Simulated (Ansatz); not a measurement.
Ansatz results at the PBE0-D4/def2-TZVP geometry: LUMO energy (ωB97M-V/def2-TZVPP) 1.59 eV; LUMO energy (PBE0/def2-TZVPP) -0.51 eV; HOMO–LUMO gap (ωB97M-V/def2-TZVPP) 11.87 eV.

(1) Which molecule gave them?
A. `CC1=C[SiH]1F`
B. `CC1=C(F)[SiH2]1`
C. `F[SiH]1C=CC1`
D. `C=C=CS`

## Answers

(1) C. The others give `CC1=C[SiH]1F`: 1.94, -0.19, 11.62; `CC1=C(F)[SiH2]1`: 1.50, -0.22, 11.28; `C=C=CS`: 1.79, -0.32, 10.33.
